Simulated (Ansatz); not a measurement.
Consider the ligand exchange at the Si–N bond: `C[SiH2]N[SiH](O)O` + `[SiH3][TeH]` → `C[SiH2][Te][SiH3]` + `N[SiH](O)O`.

Computed with Ansatz on PBE0-D4/def2-TZVP structures; ΔE is electronic, products minus reactants. CCSD(T)/CBS adds triple-zeta CCSD(T) − MP2 to the extrapolated MP2 energy (def2 sets, frozen cores). This one scheme is used for every species. Functionals use def2-TZVPP. def2 core potentials past Kr. For Te outer-core shells are correlated without core-valence functions, which leaves a few kJ/mol of doubt a bond. Each species was taken in one conformer, which may not be the lowest.

`C[SiH2]N[SiH](O)O`:

Cartesian coordinates in Å:
```
C -0.897 0.926 2.298
Si 0.519 0.815 1.087
N 0.348 -0.530 0.010
Si 0.321 -0.564 -1.695
O -0.997 -1.321 -2.328
O 1.582 -1.449 -2.247
H -0.966 0.019 2.906
H -0.756 1.771 2.977
H -1.850 1.058 1.779
H 0.573 2.034 0.239
H 1.788 0.711 1.862
H 0.382 -1.443 0.448
H 0.374 0.847 -2.144
H -1.857 -0.953 -2.123
H 1.437 -1.921 -3.069
```

`[SiH3][TeH]`:

Z-matrix (Å, degrees):
```
Si
Te 1 2.494
H 1 1.484 2 111.4
H 1 1.484 2 111.4 3 122.4
H 1 1.484 2 104.9 3 -118.8
H 2 1.658 1 91.7 3 -60.9
```

`C[SiH2][Te][SiH3]`:

Z-matrix (Å, degrees):
```
C
Si 1 1.867
H 1 1.092 2 110.8
H 1 1.092 2 110.5 3 119.9
H 1 1.094 2 110.3 3 -119.9
Te 2 2.502 1 112.2 3 -60.2
H 2 1.486 1 111.1 3 -177.9
H 2 1.488 1 110.5 3 60.9
Si 6 2.489 2 91.3 1 73.3
H 9 1.485 6 110.9 2 62.6
H 9 1.486 6 111.1 2 -58.3
H 9 1.484 6 107.1 2 -177.6
```

`N[SiH](O)O`:

Z-matrix (Å, degrees):
```
Si
O 1 1.639
O 1 1.639 2 116.1
N 1 1.714 2 107.1 3 -119.6
H 1 1.475 2 104.4 3 114.2
H 2 0.959 1 117.1 3 74.9
H 3 0.959 1 117.0 2 -75.2
H 4 1.008 1 119.6 2 171.6
H 4 1.008 1 119.6 2 -46.2
```

CCSD(T)/CBS gives -2.9 kcal/mol.

Q: Another level gave -3.7 kcal/mol. Which?
A. SCS-MP2/def2-TZVPP
B. PBE0/def2-TZVPP
C. HF/def2-TZVPP
D. PBE-D4/def2-TZVPP

A: B. PBE0 -3.7, SCS-MP2/def2-TZVPP -1.8, HF/def2-TZVPP 1.4, PBE-D4 -4.8 kcal/mol.

Largest T1 diagnostic among the species: 0.011.

In def2-TZVPP, CCSD(T) changes the Hartree–Fock value by −2.8 kcal/mol (the triples alone add −0.7 kcal/mol) and MP2 by −4.9 kcal/mol. The D4 term adds −1.1 kcal/mol with B3LYP and −0.6 kcal/mol with PBE0; it sums over pairs of atoms, weighted by their polarisabilities, and B3LYP, whose exchange is more repulsive, gets the larger term.

B3LYP here is the variant with VWN-RPA as its local correlation; programs differ in this.
